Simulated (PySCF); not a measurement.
**Correlation energy of Al (aluminium, neutral)**

[Ne] 3s1 3p2, high-spin 4P determinant (an excited configuration). Computed with PySCF 2.14 in aug-cc-pV(Q+d)Z with one added diffuse shell each of s, p, d, f, g type (8s7p6d4f3g, 114 functions), with the non-relativistic Hamiltonian (point nucleus). Frozen: [Ne]; 3 electrons correlated.

MP2 pair energies summed by pair of shells (mhartree):

```csv
pair,energy,share (%)
3p-3p,-5.54,58.2
3s-3p,-3.99,41.8
```

Total MP2 correlation energy: -9.53 mhartree.

Same-spin part -9.53 and opposite-spin part 0.00 mhartree; SCS-MP2 scales them by 1/3 and 6/5 to -3.18 mhartree.
